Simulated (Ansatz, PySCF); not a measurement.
HF (SMILES F) and C2H3N (SMILES CC#N) are pulled apart as rigid monomers along the line of their centres of mass, from the B3LYP-D3(BJ)/def2-TZVP minimum. Starting geometry (charge 0, multiplicity 1):
```xyz
8

F      0.483    -0.317    -0.349
H      0.360    -0.185     0.576
C     -0.210     0.428     4.864
C     -0.020     0.224     3.439
N      0.129     0.064     2.314
H     -1.222     0.142     5.149
H      0.502    -0.180     5.424
H     -0.054     1.477     5.113
```

Interaction energies with rigid monomers; basis-set methods are counterpoise corrected unless marked otherwise.

Rows in 3-21G, 6-31G* carry no dispersion term and start afresh at each structure (6-31G* with six Cartesian d functions).

The values were computed with Ansatz (a program for electronic structure); PySCF for 3-21G rows, 6-31G* rows, the dispersion terms. 

| H2···N5 (Å) | HF/6-31G* (no counterpoise) (kcal/mol) | BP86/6-31G* (no counterpoise) (kcal/mol) | B3LYP/3-21G (no counterpoise) (kcal/mol) | B3LYP/6-31G* (no counterpoise) (kcal/mol) | PBE0-D4/def2-TZVPPD (kcal/mol) |
|---|---|---|---|---|---|
| 1.59 | -5.05 | -7.30 | ? | -7.64 | -9.48 |
| 1.77 | ? | -8.80 | -12.81 | -9.31 | -10.22 |
| 2.04 | -8.00 | -8.30 | -11.64 | -8.89 | -9.03 |
| 2.48 | -6.11 | -5.79 | -7.72 | -6.30 | -6.15 |
| 3.19 | -3.40 | -2.98 | -3.30 | -3.21 | -3.24 |

Task: Some entries are withheld; supply them.

Result: 
- 1.59, B3LYP/3-21G (no counterpoise) (kcal/mol): -11.37
- 1.77, HF/6-31G* (no counterpoise) (kcal/mol): -7.58
